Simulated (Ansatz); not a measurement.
Job for Ansatz (a quantum-chemistry and plane-wave program): R-CCSD(T)/cc-pV(T+d)Z on C2H6AlCl (SMILES [CH3][Al]([CH3])[Cl]), atoms moved off the minimum. Files ending in .json are basis or fitting sets from the Basis Set Exchange.

Ansatz 0.2 input:
```yaml
crystal:
  periodic: [false, false, false]
  atoms:
    - {symbol: Al, position_ang: [0.17911406, -0.37714023, 0.22264659]}
    - {symbol: C, position_ang: [2.04924671, -0.55899682, -0.34103073]}
    - {symbol: H, position_ang: [2.65318133, -1.32980696, 0.32783582]}
    - {symbol: H, position_ang: [2.66832956, 0.23230249, -0.33521719]}
    - {symbol: H, position_ang: [2.06631519, -0.91601151, -1.40014204]}
    - {symbol: C, position_ang: [-0.80425611, -1.12711794, 1.86451039]}
    - {symbol: H, position_ang: [-1.58763778, -1.56463295, 1.50401390]}
    - {symbol: H, position_ang: [-0.95063299, -0.23744253, 2.45283218]}
    - {symbol: H, position_ang: [0.12256297, -1.79082463, 2.30030129]}
    - {symbol: Cl, position_ang: [-0.88334408, 1.09615051, -0.88563192]}
basis:
  gaussian:
    orbitals: cc-pV_T+d_Z.json
magnetization: {spin_polarized: false}
correlation: {method: ccsd_t, electrons: outside_noble_gas}
scf: {lower_state_search: off}
output: {forces: true}
```

The log:

```
WARN ansatz: RAYON_NUM_THREADS=4 ignored (pool sized by the plan → 4); use --threads N
Functional definition: HF
these checks for a lower state are left out or cut short: starts, cluster_reference, orbital_swaps, neighbouring_geometries, increment
integrals: 1.10 GiB planned
1262 factors; integrals over basis functions are off by at most 1.2e-3 eV
mean field: 0.77 GiB planned
mean field evaluation 1: about -21242.1348 eV, gradient 3.5e1 eV
mean field evaluation 2: about -21242.2391 eV, gradient 3.5e1 eV
mean field evaluation 4: about -21245.4007 eV, gradient 2.6e0 eV
mean field evaluation 8: about -21245.4422 eV, gradient 1.7e-1 eV
mean field -21245.44237712 eV, -780.7556066812 hartree, gradient 1.8e-6 eV, S^2 0.000000; 0 other end points of the search recorded, 0 dependent functions left out
12 core orbitals not correlated
reference -21245.44237712 eV, -780.7556066812 hartree; 12, 12 occupied and 198, 198 virtual orbitals, 1262 factors
densities: 6.48 GiB planned
second order -17.06712338 eV of doubles, -0.00000000 eV of singles
coupled cluster: 3.35 GiB planned
cycle   1  -17.97750717 eV  change   -9.1e-1 eV  update   7.8e-2
cycle   2  -18.37726605 eV  change   -4.0e-1 eV  update   2.3e-2
cycle   3  -18.43503033 eV  change   -5.8e-2 eV  update   9.3e-3
cycle   4  -18.43142659 eV  change    3.6e-3 eV  update   2.4e-3
cycle   5  -18.43089812 eV  change    5.3e-4 eV  update   9.1e-4
cycle   6  -18.43083866 eV  change    5.9e-5 eV  update   2.7e-4
cycle   7  -18.43079188 eV  change    4.7e-5 eV  update   9.1e-5
cycle   8  -18.43080832 eV  change   -1.6e-5 eV  update   3.4e-5
cycle   9  -18.43080806 eV  change    2.6e-7 eV  update   1.1e-5
cycle  10  -18.43080169 eV  change    6.4e-6 eV  update   3.6e-6
perturbative correction -0.72880454 eV, -0.0267830728 hartree
the calculation of the forces begins
mean field evaluation 16: about -21245.4424 eV, gradient 1.8e-6 eV
Total energy: -21264.60198335 eV, -781.4597092234 hartree
Atom 0 at     0.179114    -0.377140     0.222647 Å, force    -0.189555     0.431347     0.742826 eV/Å
Atom 1 at     2.049247    -0.558997    -0.341031 Å, force    -0.796252    -4.734181     0.700660 eV/Å
Atom 2 at     2.653181    -1.329807     0.327836 Å, force    -1.329420     1.079925    -1.407118 eV/Å
Atom 3 at     2.668330     0.232302    -0.335217 Å, force     1.819493     3.385873     0.096728 eV/Å
Atom 4 at     2.066315    -0.916012    -1.400142 Å, force     0.013793    -0.081600     0.675454 eV/Å
Atom 5 at    -0.804256    -1.127118     1.864510 Å, force     8.505645     1.766042     0.787874 eV/Å
Atom 6 at    -1.587638    -1.564633     1.504014 Å, force    -4.810903    -3.034623    -1.382974 eV/Å
Atom 7 at    -0.950633    -0.237443     2.452832 Å, force    -0.348979     0.089215     0.507290 eV/Å
Atom 8 at     0.122563    -1.790825     2.300301 Å, force    -2.802827     1.213331    -0.663689 eV/Å
Atom 9 at    -0.883344     1.096151    -0.885632 Å, force    -0.060994    -0.115328    -0.057051 eV/Å
Dipole moment:     0.224289    -0.325312     0.153409 e Å
Checks for a lower state left out: starts, cluster_reference, orbital_swaps, neighbouring_geometries, increment
```

Self-consistency was reached.

Cost: roughly 16 core-minutes.
